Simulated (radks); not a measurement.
Coulomb parameter of the 4d shell of the silver ion Ag2+ in the model configuration [Kr] 4d7.5 5p1.5, as a second difference U = [E(n + 0.5) + E(n - 0.5) - 2 E(n)] / (0.5)^2 with all orbitals relaxed. "Bare": the charge of the atom changes with n. "Screened": the 5p shell takes up the change at fixed total charge, which measures U(4d,4d) + U(5p,5p) - 2 U(4d,5p). Calculated with a radial shooting solver on a logarithmic mesh with Libxc functionals: scalar-relativistic Kohn-Sham, PBE, spin-unpolarised, spherical densities, finite nucleus; Fermi nuclear charge, rms radius 4.5454 fm.

case	configuration	E - E(n) (eV)
start	[Kr] 4d7.5 5p1.5	0.000
bare +0.5	[Kr] 4d8 5p1.5	-16.701
bare -0.5	[Kr] 4d7 5p1.5	20.329
screened +0.5	[Kr] 4d8 5p1	-9.390
screened -0.5	[Kr] 4d7 5p2	10.277

U(bare) = 14.514 eV, U(screened by 5p) = 3.550 eV, against the Slater integral F0(4d,4d) = 19.859 eV with frozen orbitals.
